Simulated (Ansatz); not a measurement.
Stepwise reaction of `ClB(Cl)Br` with hydrogen sulfide, as a gas-phase model of exchange steps in deposition or etching. ΔE in kJ/mol; ΔG adds harmonic PBE0-D4 terms to CCSD(T)/CBS, at 1 bar.

Isolated molecules relaxed with PBE0-D4/def2-TZVP in Ansatz; ΔE leaves out vibrations. CBS: MP2 limit from def2 TZ/QZ plus the TZ coupled-cluster correction, frozen cores. This one scheme is used for every species. DFT in def2-TZVPP. B3LYP here is the variant with VWN-RPA as its local correlation; programs differ in this. For Br outer-core shells are correlated without core-valence functions, which leaves a few kJ/mol of doubt a bond. Scalar relativity is left out up to krypton. One conformer a species, not always the lowest.

```json
{"step": "1", "reaction": "`ClB(Cl)Br` + H₂S → `SB(Cl)Br` + HCl", "PBE-D4": "1.7", "B3LYP-D4": "4.3", "ωB97M-V": "6.1", "CCSD(T)/CBS": "2.6", "ΔG(400 K)": "6.6"}
{"step": "2", "reaction": "`SB(Cl)Br` + H₂S → `SB(S)Br` + HCl", "PBE-D4": "7.0", "B3LYP-D4": "9.6", "ωB97M-V": "11.2", "CCSD(T)/CBS": "7.9", "ΔG(400 K)": "13.2"}
```

Q: By hand: ΔE of the 2 steps together at CCSD(T)/CBS.

A: (2.6) + (7.9) = 10.5 kJ/mol, or 5.2 kJ/mol a step.

In ΔE each step is higher than the one before. ΔG lies between 6.6 and 13.2 kJ/mol a step. PBE-D4 differs from CCSD(T)/CBS by -0.9 to -0.9 kJ/mol a step. Isolated molecules leave out the surface, adducts and barriers. Largest T1 diagnostic: 0.011.
